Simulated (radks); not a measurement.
The numbers below are computed, except where a source is named.
The mean radii <r> (bohr) of the occupied orbitals of an atom or ion are listed with their occupations. Level of theory: scalar-relativistic Kohn-Sham, r2SCAN, spin-polarised, spherical densities, finite nucleus; meta-GGA in the generalised Kohn-Sham scheme; Fermi nuclear charge, rms radius of each element as measured or else 0.836 A^(1/3) + 0.57 fm (a radial shooting solver on a logarithmic mesh with Libxc functionals).

| orbital | occ. | <r> |
|---|---|---|
| 1s down | 1 | 0.01715 |
| 1s up | 1 | 0.01715 |
| 2s up | 1 | 0.07235 |
| 2s down | 1 | 0.07234 |
| 2p up | 3 | 0.06523 |
| 2p down | 3 | 0.06523 |
| 3s up | 1 | 0.1869 |
| 3s down | 1 | 0.1869 |
| 3p up | 3 | 0.1880 |
| 3p down | 3 | 0.1880 |
| 3d up | 5 | 0.1705 |
| 3d down | 5 | 0.1705 |
| 4s up | 1 | 0.4150 |
| 4s down | 1 | 0.4151 |
| 4p up | 3 | 0.4415 |
| 4p down | 3 | 0.4416 |
| 4d up | 5 | 0.4681 |
| 4d down | 5 | 0.4680 |
| 5s up | 1 | 0.9525 |
| 5s down | 1 | 0.9451 |
| 4f up | 7 | 0.5161 |
| 4f down | 7 | 0.5137 |
| 5p up | 3 | 1.089 |
| 5p down | 3 | 1.080 |
| 5d up | 5 | 1.430 |
| 5d down | 1 | 1.432 |
| 5f up | 1 | 3.681 |

Name the element and its charge. Open shells, if any, are filled with parallel spins first.

Answer. Z = 78, platinum, charge +3: Pt3+ in [Xe] 4f14 5d6 5f1. The 1s radius gives Z: for a bare nucleus <r> = (2 gamma + 1)/(2Z) with gamma = sqrt(1 - (Z/c)^2), 0.01695 bohr for Z = 78, and screening makes it slightly larger (0.01715 here). The occupations add up to 75, and the charge is Z minus that.
